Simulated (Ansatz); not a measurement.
Correlation energies of BH₃S₃, SMILES `SB(S)S` by basis set

```xyz
7

S     0.710    0.569   -1.894
B     0.149   -0.052   -0.294
S     0.498   -1.794    0.014
S    -0.685    1.083    0.829
H     0.283    1.833   -1.737
H    -0.044   -1.872    1.239
H    -0.912    0.233    1.843
```

The species carries charge 0 and has multiplicity 1. Geometry: relaxed with PBE0-D4/def2-TZVP. It is one conformer, not always the lowest. Frozen core, restricted reference, the Gaussian-basis code of Ansatz. CBS rows extrapolate triple and quadruple zeta; past MP2 they add the triple-zeta difference.

| basis | HF (Eh) | MP2 corr. | CCSD corr. | (T) | CCSD(T) total |
| --- | --- | --- | --- | --- | --- |
| def2-SVP | -1218.71830 | -0.48115 | -0.53228 | -0.01755 | -1219.26813 |
| def2-TZVPP | -1219.15701 | -0.63303 | -0.68645 | -0.03422 | -1219.87768 |
| def2-QZVPP | -1219.19129 | -0.68669 | – | – | – |
| CBS(def2) | -1219.19602 | -0.72643 | -0.77984 | as TZ | -1220.01008 |
